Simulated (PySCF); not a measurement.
CH₃AlClFS, SMILES [F][Al]([Cl])[S]C. Atoms are numbered in the order given.

```xyz
8

Al     0.2839    -0.3915     0.0000
Cl    -0.4562    -2.3366     0.0000
F      1.9270    -0.1456     0.0000
S     -1.0082     1.3259     0.0000
C      0.2375     2.6737     0.0000
H      1.2642     2.2862     0.0000
H      0.0816     3.2891     0.8956
H      0.0816     3.2891    -0.8956
```
Charge 0, spin multiplicity 1.

Geometry: PBE0-D3(BJ)/def2-SVP. The structure was generated by enumeration; whether it is a known compound was not checked. Other conformers were not sampled.

Level of theory: PBE/def2-TZVP run with PySCF.

The molecule is in vacuum.

The total energy is -1240.21650 hartree and the point group is Cs. The highest occupied level comes out as -6.41 eV and the lowest empty level is -1.81 eV. The orbital gap is 4.60 eV and the dipole moment is 1.89 D. The quadrupole, principal values (traceless, Buckingham form, about the centre of nuclear charge) is -8.41, 3.36, 5.05 D·Å and the mean static polarisability is 68.4 bohr³ (10.14 Å³). The polarisability, principal values is 52.2, 60.8, 92.3 bohr³.
